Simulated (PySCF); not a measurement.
# Rb(31+): ionisation energy

Rb(31+) [He] 2s2 2p2 [2p1/2^2, M_J = 0] → Rb(32+) [He] 2s2 2p1 [2p1/2^1, M_J = 1/2], as a difference of total energies. Calculation: PySCF 2.14, in an uncontracted even-tempered set (17 s from 12 bohr⁻², ratio 2.4; 12 p from 15 bohr⁻², ratio 2.4; 5 d from 53 bohr⁻², ratio 2.6; 4 f from 79 bohr⁻², ratio 2.6); the two-component X2C-1e Hamiltonian. Correlated levels: nothing frozen; the 34 highest virtual spinors dropped. "Screened" scales the spin-orbit matrix elements by Boettger's factors to mimic the two-electron term; Breit and QED terms are absent.

```csv
method,ionisation energy (eV)
GHF (spin-free),3791.6
GMP2 (spin-free),3791.3
GHF (screened spin-orbit),3820.8
GMP2 (screened spin-orbit),3823.1
```

**Question.** How much does correlation contribute at GMP2 (screened spin-orbit)?

**Answer.** 3823.1 − (3820.8) = 2.3 eV, measured against GHF (screened spin-orbit).

For this ion Breit and QED terms and the two-electron picture change, all absent here, outweigh the correlation shift from GHF to GMP2.

The spin-free rows relax to the high-spin LS determinant and lack the spin-orbit shift.

The labels give the starting determinants; with spin-orbit coupling the two ends relaxed to ⟨J²⟩ = 0.00, ⟨L²⟩ = 1.33, ⟨S²⟩ = 1.33 and ⟨J²⟩ = 0.75, ⟨L²⟩ = 2.00, ⟨S²⟩ = 0.75.

For comparison: 3815 ± 4 eV (semi-empirical (NIST evaluation); NIST Atomic Spectra Database, ionization energies).
